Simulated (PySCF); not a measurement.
## Gas-phase XPS of `C#C/C(CC)=C(\C)S[SiH3]`, computed

C7H12SSi.
SMILES with atom numbers: `[CH:1]#[C:2]/[C:3]([CH2:4][CH3:5])=[C:6](\[CH3:7])[S:8][SiH3:9]`

Computed with delta-SCF UKS SCAN, pcX-2 on the ionised atom, pcseg-1 elsewhere, spin-free X2C (PySCF). Vertical ΔSCF values, vacuum level as zero.

**Question.** List the computed XPS lines with their assignment.

**Answer.** 
```csv
atom(s),environment,level,binding energy (eV),2p1/2 (eV),above the level's lowest (eV),count
C1,terminal alkyne carbon,C 1s,289.61,–,0.00,1
C2,alkyne carbon,C 1s,290.33,–,+0.72,1
C3,fully substituted alkene carbon,C 1s,290.52,–,+0.91,1
C4,allylic carbon,C 1s,290.46,–,+0.85,1
C5,methyl carbon,C 1s,290.34,–,+0.73,1
C6,fully substituted alkene carbon,C 1s,290.68,–,+1.07,1
C7,allylic carbon,C 1s,290.76,–,+1.15,1
S8,sulfur bonded to C and Si,S 1s,2476.64,–,0.00,1
Si9,SiH3 silicon,Si 2p3/2,107.06,107.68,0.00,1
Si9,SiH3 silicon,Si 1s,1846.86,–,0.00,1
```

Lowest listed C 1s: C1, bonded to C (triple bond) and H. Highest, 1.15 eV above it: C7, bonded to C and 3 H. The widest gap between neighbouring values is 0.72 eV, between 289.61 and 290.33 eV. The values 290.33 and 290.34 eV lie too close for their order to be trusted.

**Question.** Which effective nuclear charge Zeff reproduces each element's mean 1s value in the hydrogen-like formula E = 13.606 eV × Zeff²?

**Answer.** C (Z = 6): mean 290.4 eV, Zeff = 4.62, Z − Zeff = 1.38; Si (Z = 14): mean 1846.9 eV, Zeff = 11.65, Z − Zeff = 2.35; S (Z = 16): mean 2476.6 eV, Zeff = 13.49, Z − Zeff = 2.51. Means run over the listed sites, weighted by atom count.

**Question.** What is the C 1s shift of C7 against C3?

**Answer.** 290.76 − 290.52 = +0.24 eV, or +23 kJ/mol.

Not every level is listed. The unrestricted hole states depart most from a pure doublet (⟨S²⟩ = 0.75; over 0.85 named) for C 1s of C2 (0.90) and C 1s of C6 (0.86), which makes these values less certain. The 2p values add to the ΔSCF energy of one spin-free hole a correction within the shell (spin–orbit coupling, ligand field). 2p1/2 minus 2p3/2 (ligand field included): Si 0.62 eV. One conformer (not necessarily the lowest) at the PBE0-D3(BJ)/def2-SVP geometry, without solvent, vibrations or thermal averaging.

Shape of the structure used: `[CH:1]#[C:2]/[C:3]([CH2:4][CH3:5])=[C:6](\[CH3:7])[S:8][SiH3:9]`: C2–C3–C4–C5 83°, C3–C6–S8–Si9 -141°.
